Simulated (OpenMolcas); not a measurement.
# 4f6 along the 60-electron sequence

```yaml
Program: OpenMolcas
Method: MS-CASPT2, IPEA 0.25 Eh, imaginary shift 0.1 Eh
Basis: ANO-R2
Scalar_Hamiltonian: X2C, finite nucleus
Spin-orbit_coupling: RASSI with atomic mean-field integrals over the reference wave functions, term energies averaged over their components
```

Active space for each ion: 6 electrons in 7 orbitals (4f); closed shells correlated by CASPT2: 5s 5p.

Computed levels in cm-1 above 7F0:

```json
{"Level": "7F1", "Sm2+": "342", "Eu3+": "427", "Gd4+": "529"}
{"Level": "7F2", "Sm2+": "941", "Eu3+": "1174", "Gd4+": "1441"}
{"Level": "7F3", "Sm2+": "1708", "Eu3+": "2130", "Gd4+": "2600"}
{"Level": "7F4", "Sm2+": "2580", "Eu3+": "3210", "Gd4+": "3900"}
{"Level": "7F5", "Sm2+": "3510", "Eu3+": "4370", "Gd4+": "5280"}
{"Level": "7F6", "Sm2+": "4460", "Eu3+": "5560", "Gd4+": "6690"}
{"Level": "5D0(1)", "Sm2+": "14030", "Eu3+": "17670", "Gd4+": "20170"}
{"Level": "5D1(1)", "Sm2+": "15340", "Eu3+": "19400", "Gd4+": "22350"}
{"Level": "5D2(1)", "Sm2+": "17360", "Eu3+": "21990", "Gd4+": "25510"}
{"Level": "weight of 7F in the lowest level (%)", "Sm2+": "93", "Eu3+": "93", "Gd4+": "92"}
```

Measured, with the error of the calculation in %. Measured levels: Sm2+ from Martin, Zalubas and Hagan, Atomic Energy Levels: The Rare-Earth Elements, NSRDS-NBS 60 (1978).

```json
{"Level": "7F1", "Sm2+": "293 (+16.5)"}
{"Level": "7F2", "Sm2+": "814 (+15.7)"}
{"Level": "7F3", "Sm2+": "1493 (+14.4)"}
{"Level": "7F4", "Sm2+": "2278 (+13.2)"}
{"Level": "7F5", "Sm2+": "3132 (+11.9)"}
{"Level": "7F6", "Sm2+": "4027 (+10.8)"}
```

The fine-structure level 7F6 changes by a factor of 1.5 from Sm2+ to Gd4+. Its fourth root runs 8.17, 8.64, 9.04, with steps per unit of Z of 0.46, 0.41; equal steps would mean a (Z - σ)^4 law with constant σ.

5D0(1) changes by a factor of 1.44 over the same range, with steps per unit of Z of +3640, +2500 cm-1.

CASPT2 breaks the degeneracy within a term, and the mean is taken; among the terms shown or strongly mixed into the levels shown the widest spread is 590 cm-1 (4f6 7F, Sm2+). Blocks of more than 70 roots (2S+1 = 5 even, 3 even) ran without multistate coupling. High states are left out of the spin-orbit mixing, which shifts the levels that they would mix with. Measured partners are found by configuration, term and J. A level has none where our copy of the source lacks it or the pairing is in doubt (some pairs that miss far off the trend of their configuration count as doubtful), and it then counts in no deviation. Levels of configurations outside the active space are missing.

A number in round brackets counts repeated terms of one configuration in the order of the reference energies.
